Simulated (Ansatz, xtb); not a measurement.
Relaxing a trial structure of CH3AlBr

The starting geometry of this gas-phase doublet was built from a drawn formula by distance geometry and a force field; its bonds are those of `[AlH2][CH]Br`.

```xyz
6

C    -1.1317   -0.4447   -0.5797
Al   -1.6254    1.2443    0.3270
Br   -2.2242   -1.8668    0.1070
H    -2.1526    2.5045   -0.5212
H    -1.4712    1.3761    1.9317
H    -1.3326   -0.3636   -1.6679
```

Task: Predict what becomes of its bonds when it is optimised with r2SCAN-D4/def2-SVP.

Result: It keeps its bonds, and is `[AlH2][CH]Br`.

The energy falls by 0.45 eV over 7 steps:

```json
{"step": "1", "E − E(last) (eV)": "0.454"}
{"step": "2", "E − E(last) (eV)": "0.245"}
{"step": "3", "E − E(last) (eV)": "0.128"}
{"step": "4", "E − E(last) (eV)": "0.044"}
{"step": "5", "E − E(last) (eV)": "0.010"}
{"step": "6", "E − E(last) (eV)": "0.000"}
{"step": "7", "E − E(last) (eV)": "0.000"}
```

Final geometry (Å):

```yaml
atoms:
  - { symbol: C, position_ang: [-1.6093, -0.3377, -0.6456] }
  - { symbol: Al, position_ang: [-1.6939, 1.3273, 0.3379] }
  - { symbol: Br, position_ang: [-1.6390, -2.0046, 0.2215] }
  - { symbol: H, position_ang: [-1.6673, 2.6734, -0.5032] }
  - { symbol: H, position_ang: [-1.7860, 1.2780, 1.9183] }
  - { symbol: H, position_ang: [-1.5421, -0.4865, -1.7319] }
```

From the same start GFN2-xTB ends elsewhere, differing in Al2–Br3 (2.54 against 3.33 Å here).

No frequencies were run, so the end isn't proven a minimum. Open shells are spin-unrestricted. Run with Ansatz 0.2.0, 85 s on 1 thread of Arm Neoverse V1, with other jobs on the host.
